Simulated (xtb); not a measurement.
C₇H₅N, charge -1, doublet, geometry from GFN2-xTB (a state made from the parent by changing its charge; the spin is typed, not shown lowest). Base run: xtb with GFN0-xTB.

Geometry (Å):
```xyz
13

N      3.1448     0.5596     0.0210
C      1.9884     0.3538     0.0133
C      0.6396     0.1138     0.0043
C     -0.3164     1.1834     0.0927
C     -1.6551     0.9294     0.0825
C     -2.1531    -0.3832    -0.0144
C     -1.2317    -1.4431    -0.1018
C      0.1124    -1.2197    -0.0940
H      0.0556     2.2005     0.1679
H     -2.3604     1.7554     0.1506
H     -3.2194    -0.5729    -0.0215
H     -1.6077    -2.4615    -0.1771
H      0.8135    -2.0458    -0.1621
```
Charge -1, spin multiplicity 2.
All else is at xtb's defaults.
Base energy -21.88376 Eh.

Variants of this job, named by their change:

```tsv
change	ΔE vs base (mEh)
base	0.000
file = coord	0.000
etemp = 3000	-1.577
etemp = 1000	-0.002
acc = 30	0.000
```
